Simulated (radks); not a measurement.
Values are calculated unless marked as measured or tabulated.
Q: The table gives one normalised radial function P(r) = r R(r) (large component) of La3+ in [Kr] 4d10 5s2 5p5 7s1 (r in bohr). Code: a radial shooting solver on a logarithmic mesh with Libxc functionals. Model: Dirac Kohn-Sham, LDA (Slater exchange, Perdew-Wang correlation), spin-unpolarised, spherical densities, point nucleus; open shells fill j = l - 1/2 first.

r,P
0.001203,0.0000
0.001656,0.0000
0.002263,0.0001
0.003116,0.0002
0.004257,0.0004
0.005816,0.0008
0.008009,0.0018
0.01094,0.0041
0.01507,0.0093
0.02058,0.0206
0.02812,0.0442
0.03873,0.0926
0.05291,0.1790
0.07286,0.3228
0.09954,0.5093
0.136,0.6796
0.1873,0.6932
0.2558,0.3872
0.3523,-0.2696
0.4813,-0.9615
0.6576,-1.2715
0.9056,-1.0346
1.237,-0.5533
1.704,-0.1808
2.328,-0.0342
3.18,-0.0031
4.379,-0.0001
5.982,0.0000
8.238,0.0000
11.25,0.0000
15.38,0.0000

Which n and l does it have? It may be an empty orbital.

A: n = 4, l = 2: the number of nodes gives n - l - 1 = 1, the rise at small r points to l (for j = l - 1/2 the large component starts as r^gamma with gamma = sqrt(l^2 - (Z/c)^2) = 1.96 and the r^(l+1) term takes over further out; the orbital of l - 1 with the same j starts with the same power, but with a larger coefficient, and does not steepen), and the extent must fit the shell. The curve is that of 4d3/2; the two j differ most near the nucleus, where j = l - 1/2 has the larger amplitude, and in heavy atoms j = l - 1/2 is also the more compact. 4d3/2: eigenvalue -137.76 eV, 1 radial node at r = 0.313 bohr, <r> = 0.761 bohr, 90 % of the charge inside 1.14 bohr.
